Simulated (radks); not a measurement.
Q: The mean radii <r> (bohr) of the occupied orbitals of an atom or ion are listed with their occupations. Calculated with a radial shooting solver on a logarithmic mesh with Libxc functionals: scalar-relativistic Kohn-Sham, SCAN, spin-polarised, spherical densities, finite nucleus; meta-GGA in the generalised Kohn-Sham scheme; Fermi nuclear charge, rms radius of each element as measured or else 0.836 A^(1/3) + 0.57 fm.

| orbital | occ. | <r> |
|---|---|---|
| 1s up | 1 | 0.03263 |
| 1s down | 1 | 0.03263 |
| 2s up | 1 | 0.1418 |
| 2s down | 1 | 0.1418 |
| 2p up | 3 | 0.1237 |
| 2p down | 3 | 0.1237 |
| 3s up | 1 | 0.3896 |
| 3s down | 1 | 0.3897 |
| 3p up | 3 | 0.3899 |
| 3p down | 3 | 0.3899 |
| 3d up | 5 | 0.3704 |
| 3d down | 5 | 0.3704 |
| 4s up | 1 | 0.9855 |
| 4s down | 1 | 0.9832 |
| 4p up | 3 | 1.085 |
| 4p down | 3 | 1.084 |
| 4d up | 5 | 1.523 |
| 4d down | 3 | 1.556 |

Name the element and its charge. Open shells, if any, are filled with parallel spins first.

A: Z = 45, rhodium, charge +1: Rh+ in [Kr] 4d8. The 1s radius gives Z: for a bare nucleus <r> = (2 gamma + 1)/(2Z) with gamma = sqrt(1 - (Z/c)^2), 0.0321 bohr for Z = 45, and screening makes it slightly larger (0.03263 here). The occupations add up to 44, and the charge is Z minus that.
